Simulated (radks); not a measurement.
All-electron atom: Ne+ in [He] 2p5 3p2 (not the ground configuration).

Calculated with a radial shooting solver on a logarithmic mesh with Libxc functionals: non-relativistic Kohn-Sham, BLYP, spin-polarised, spherical densities, point nucleus; open shells are filled with parallel spins first.

Energy parts (Ry):
| part | energy |
|---|---|
| total | -247.36259 |
| kinetic | 246.95033 |
| electron-nucleus | -572.38076 |
| Hartree | 99.74356 |
| exchange-correlation | -21.67573 |

Orbitals (lengths in bohr, moments of r in powers of bohr; r(90%) holds 90 % of the orbital's charge):
\begin{tabular}{lrrr}
orbital & occ. & eigenvalue (Ry) & r(90%) \\ \hline
1s up & 1 & -65.39504 & 0.283 \\
1s down & 1 & -65.30466 & 0.282 \\
2s up & 0 & -6.06822 & 1.26 \\
2s down & 0 & -5.85276 & 1.28 \\
2p up & 3 & -4.39629 & 1.28 \\
2p down & 2 & -4.16890 & 1.31 \\
3p up & 2 & -0.73351 & 4.55 \\
3d up & 0 & -0.35583 & 6.06 \\
\end{tabular}

The highest occupied level is 3p up at -9.980 eV. The configuration is held as typed, so some empty levels lie below it. Summed over all electrons, <r^2> = 24.94 bohr^2, which gives a Langevin (diamagnetic) susceptibility term of -19.8 x 10^-6 cm^3/mol. The electron density at the nucleus is 591.1 e/bohr^3.
